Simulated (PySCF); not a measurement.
Record of a relaxation.

Species: C4H10AsBO2.
SMILES with atom numbers: `[OH:1][B:2]([OH:3])[C@@H:4]1[CH2:5][CH2:6][AsH:7][CH2:8]1` (hydrogens: H9 on O1; H10 on O3; H11 on C4; H12, H13 on C5; H14, H15 on C6; H16 on As7; H17, H18 on C8)

Method: PBE0-D3(BJ)/def2-SVP geometry optimisation, gas phase (PySCF); density fitting, grid level 1; the optimiser is geomeTRIC in internal coordinates, started from a GFN2-xTB structure with every atom displaced at random (about 0.01 Å). 4 of its 14 geometries are shown. The frame can shift and turn from step to step; on so coarse a grid that alone can change the energy by a few meV, and forces under 0.02 eV/Å are noise.

Step 0: E = -69894.5100 eV, largest atomic force 1.977 eV/Å
```
atom  x, y, z in Å  |  force x, y, z in eV/Å
O1     -1.668    1.591   -0.962   -0.640   1.767  -0.614
B2     -1.699    0.299   -0.667    0.548  -1.821   0.486
O3     -2.812   -0.425   -1.029    0.134   0.172   0.091
C4     -0.375   -0.340    0.042   -1.688  -0.147  -0.322
C5      0.295    0.584    1.020   -0.061   0.146   0.665
C6      1.542   -0.125    1.521   -0.397  -0.385   0.040
As7     2.405   -0.908   -0.090   -0.009  -0.066   0.134
C8      0.647   -0.738   -1.019   -0.267  -0.213   0.091
H9     -2.484    1.924   -1.390    0.673  -0.394   0.327
H10    -2.782   -1.356   -0.797    0.112   0.027   0.057
H11    -0.700   -1.252    0.608    0.213   0.249  -0.256
H12     0.575    1.510    0.513    0.039   0.361  -0.164
H13    -0.394    0.867    1.847    0.245  -0.074  -0.163
H14     1.250   -0.942    2.206    0.154  -0.025  -0.131
H15     2.217    0.521    2.068    0.466   0.347   0.226
H16     2.913    0.443   -0.572    0.107   0.093  -0.061
H17     0.704    0.033   -1.791    0.172   0.144  -0.226
H18     0.339   -1.674   -1.495    0.198  -0.181  -0.180
```

Step 4: E = -69894.6243 eV, largest atomic force 0.122 eV/Å
```
atom  x, y, z in Å  |  force x, y, z in eV/Å
O1     -1.608    1.569   -1.124   -0.032   0.088  -0.017
B2     -1.629    0.249   -0.808   -0.006  -0.088   0.043
O3     -2.662   -0.507   -1.293   -0.005   0.036   0.006
C4     -0.434   -0.345    0.042    0.059  -0.037  -0.100
C5      0.174    0.619    1.061   -0.016   0.004   0.037
C6      1.423   -0.030    1.646   -0.013  -0.015  -0.003
As7     2.392   -0.859    0.127   -0.009  -0.003  -0.001
C8      0.690   -0.773   -0.928    0.002   0.020   0.035
H9     -2.364    1.816   -1.669    0.017  -0.015  -0.014
H10    -2.614   -1.427   -1.021    0.007  -0.009   0.004
H11    -0.769   -1.249    0.586   -0.013   0.001   0.010
H12     0.437    1.561    0.551    0.004   0.006   0.003
H13    -0.554    0.881    1.849   -0.002  -0.005  -0.006
H14     1.156   -0.843    2.341    0.006   0.009   0.007
H15     2.074    0.670    2.190    0.009   0.009  -0.005
H16     2.937    0.468   -0.401    0.002   0.000   0.002
H17     0.829   -0.037   -1.734   -0.009  -0.002  -0.004
H18     0.491   -1.748   -1.398   -0.003   0.001   0.005
```

Step 9: E = -69894.6263 eV, largest atomic force 0.104 eV/Å
```
atom  x, y, z in Å  |  force x, y, z in eV/Å
O1     -1.583    1.466   -1.280   -0.038  -0.059  -0.004
B2     -1.619    0.174   -0.854    0.013   0.070  -0.038
O3     -2.699   -0.580   -1.221    0.004  -0.014   0.000
C4     -0.401   -0.379   -0.005   -0.062   0.019   0.082
C5      0.103    0.596    1.064   -0.012  -0.031  -0.021
C6      1.379    0.030    1.678    0.024   0.044  -0.007
As7     2.433   -0.752    0.190    0.011   0.002   0.010
C8      0.778   -0.720   -0.934    0.005  -0.030  -0.046
H9     -2.356    1.678   -1.816    0.048  -0.002   0.029
H10    -2.654   -1.481   -0.891   -0.005  -0.009   0.011
H11    -0.709   -1.309    0.513    0.034  -0.013  -0.013
H12     0.311    1.572    0.594    0.000  -0.005  -0.016
H13    -0.670    0.773    1.831    0.006   0.022   0.003
H14     1.161   -0.776    2.397   -0.011  -0.017  -0.026
H15     1.982    0.786    2.203   -0.014  -0.006   0.032
H16     2.959    0.597   -0.300   -0.004   0.003  -0.012
H17     0.905    0.036   -1.723    0.006   0.018   0.019
H18     0.650   -1.695   -1.428   -0.004   0.009  -0.002
```

Step 13: E = -69894.6302 eV, largest atomic force 0.029 eV/Å
```
atom  x, y, z in Å  |  force x, y, z in eV/Å
O1     -1.604    1.358   -1.342    0.011  -0.020   0.018
B2     -1.630    0.095   -0.840    0.006   0.015  -0.018
O3     -2.724   -0.676   -1.121    0.012   0.007   0.019
C4     -0.380   -0.405   -0.006   -0.014   0.015   0.005
C5      0.085    0.591    1.060    0.001   0.003  -0.003
C6      1.384    0.072    1.666   -0.008  -0.012   0.003
As7     2.472   -0.628    0.161    0.011  -0.002  -0.012
C8      0.808   -0.662   -0.952   -0.003   0.007   0.007
H9     -2.390    1.547   -1.866   -0.012   0.002   0.004
H10    -2.671   -1.552   -0.729   -0.002  -0.006  -0.003
H11    -0.621   -1.357    0.506    0.001  -0.002  -0.003
H12     0.255    1.570    0.581    0.000   0.001   0.001
H13    -0.688    0.747    1.832   -0.003  -0.010  -0.004
H14     1.194   -0.773    2.347   -0.001   0.007   0.003
H15     1.944    0.833    2.230    0.003   0.000  -0.008
H16     2.925    0.751   -0.318   -0.006   0.006   0.005
H17     0.886    0.130   -1.712   -0.001  -0.007  -0.012
H18     0.725   -1.625   -1.477    0.003  -0.003  -0.002
```

Problem. Summarise the path.

Solution. The energy falls by 2.77 kcal/mol from step 0 to step 13; nine tenths of that is first reached at step 3. It falls at every step. The largest force goes from 1.977 to 0.029 eV/Å. Among the bonds B2–C4 changes most, from 1.632 to 1.584 Å; the atoms move by 0.134 Å rms after alignment.

The cost below is that of the whole optimisation. The run took 3.5 min on one thread of an Arm Neoverse V2, no GPU, on a shared host, and the process peaked at 0.81 GiB of memory.
